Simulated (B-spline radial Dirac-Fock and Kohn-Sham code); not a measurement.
ΔSCF core binding energies without Breit or QED terms, calculated with an atomic code on a B-spline grid.

A sound run for the Yb atom, [Xe] 4f14 6s2: The ground state converged in 15 iterations, with total energy -14067.62735 Ha, virial ratio 1.90056 and highest orbital energy -5.35 eV. ΔSCF binding energies: K (1s) 61618.1 eV, L3 (2p3/2) 8965.4 eV, M5 (3d5/2) 1528.7 eV.

A second run, with one unsound setting: The ground state converged in 38 iterations, with total energy -22429.45368 Ha, virial ratio 1.07417 and highest orbital energy -1.46 eV. ΔSCF binding energies: K (1s) 33369.4 eV, L3 (2p3/2) 9470.0 eV, M5 (3d5/2) 1132.9 eV.

```
iter   energy (Ha)        error
   1   -16394.45880423  2.52e+01
   2   -21573.36034608  8.87e+01
   3   -22352.63238600  3.41e+01
   4   -22413.88902272  1.27e+01
   5   -22358.07840869  3.91e+00
   6   -22385.15557618  1.67e+00
   7   -22378.19520061  1.41e+00
   8   -22420.18613507  6.33e-01
   9   -22360.74638010  1.06e+00
  17   -22410.76278126  5.00e-01
  25   -22429.41754919  2.62e-02
  33   -22429.45367972  1.52e-04
  38   -22429.45368262  5.45e-07
```

Problem. Which fault fits the second run best?
A. spline order too low
B. too few quadrature points
C. nuclear radius in wrong units
D. speed of light below Z

Solution. D. The input had c_factor = 0.2378: c_factor makes c so small that Zα exceeds 1, so any numbers that come out have no meaning.
